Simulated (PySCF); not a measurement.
What the settings do

Molecule: SMILES COC(=O)[C@@H]1C=NCC1, C₆H₉NO₂; geometry GFN2-xTB.

Molfile (atoms numbered from 1):
```
C6H9NO2
     RDKit          3D

 18 18  0  0  0  0  0  0  0  0999 V2000
    2.6353    0.2084    0.9128 C   0  0  0  0  0  0  0  0  0  0  0  0
    1.2775   -0.0190    0.5631 O   0  0  0  0  0  0  0  0  0  0  0  0
    0.9787    0.0588   -0.7369 C   0  0  0  0  0  0  0  0  0  0  0  0
    1.7819    0.3078   -1.5969 O   0  0  0  0  0  0  0  0  0  0  0  0
   -0.5022   -0.1403   -0.9870 C   0  0  2  0  0  0  0  0  0  0  0  0
   -1.1934    1.1757   -0.6710 C   0  0  0  0  0  0  0  0  0  0  0  0
   -1.9769    1.1641    0.3069 N   0  0  0  0  0  0  0  0  0  0  0  0
   -2.0283   -0.1457    0.9011 C   0  0  0  0  0  0  0  0  0  0  0  0
   -1.2101   -1.0921   -0.0124 C   0  0  0  0  0  0  0  0  0  0  0  0
    3.0199    1.0830    0.3851 H   0  0  0  0  0  0  0  0  0  0  0  0
    2.6520    0.3670    1.9882 H   0  0  0  0  0  0  0  0  0  0  0  0
    3.2433   -0.6587    0.6463 H   0  0  0  0  0  0  0  0  0  0  0  0
   -0.6272   -0.4031   -2.0395 H   0  0  0  0  0  0  0  0  0  0  0  0
   -1.0068    2.0705   -1.2411 H   0  0  0  0  0  0  0  0  0  0  0  0
   -1.6045   -0.0721    1.9059 H   0  0  0  0  0  0  0  0  0  0  0  0
   -3.0726   -0.4473    0.9998 H   0  0  0  0  0  0  0  0  0  0  0  0
   -0.5045   -1.6858    0.5630 H   0  0  0  0  0  0  0  0  0  0  0  0
   -1.8708   -1.7649   -0.5575 H   0  0  0  0  0  0  0  0  0  0  0  0
  1  2  1  0
  2  3  1  0
  3  4  2  0
  3  5  1  0
  5  6  1  0
  6  7  2  0
  7  8  1  0
  8  9  1  0
  9  5  1  0
  1 10  1  0
  1 11  1  0
  1 12  1  0
  5 13  1  6
  6 14  1  0
  8 15  1  0
  8 16  1  0
  9 17  1  0
  9 18  1  0
M  END
```

All runs: PySCF, non-relativistic, gas phase unless a solvent (IEF-PCM) is named; grid level 2, GIAOs and SCF threshold 1e-9 unless changed. The yardstick, PBE0/pcSseg-1, gives these isotropic shieldings σ (ppm, equivalent atoms averaged): C6 21.3, C8 119.9, O4 -111.6, O2 152.9, N7 -125.1, H13 28.00, H18 29.78.

Problem. What do these inputs give? (1) solvent acetone; PBE0/pcSseg-1; aux def2-qzvpp-jkfit; (2) PW91/pcSseg-1; aux sto-3g; max_cycle 74; charge 4; altered: charge 4; (3) solvent benzene; mPW1PW91/pcSseg-0

Solution. 
| run | outcome | functions | wall time | C6 | C8 | O4 | O2 | N7 | H13 | H18 |
| --- | --- | --- | --- | --- | --- | --- | --- | --- | --- | --- |
| 1 | converged | 198 | 23 s | 17.7 | 120.1 | -86.0 | 146.0 | -108.3 | 27.76 | 29.49 |
| 2 | converged | 198 | 49 s | 219.2 | -188.5 | -1620.1 | -392.2 | -1604.9 | 22.14 | 28.19 |
| 3 | converged | 99 | 9.3 s | 22.2 | 125.0 | -135.8 | 155.8 | -140.2 | 29.37 | 30.85 |

Times are on 1 thread of an Arm Neoverse V2, shared host.

Problem. Comment on the technical settings and failures.

Solution. 
- Run 1: The medium differs from the yardstick's, which in itself moves the values. The other auxiliary basis adds little: it changes only the density-fitting error.
- Run 2: The functional differs from the yardstick's, which in itself moves the values. Charge 4 and multiplicity 1 describe another species than the intended molecule, on its geometry. The cycle limit changes the path of the SCF (45 cycles), not the solution, provided the same state is reached. The other auxiliary basis adds little: it changes only the density-fitting error.

Run 2 was set up unsoundly or failed; its numbers aren't to be quoted as properties of the molecule.
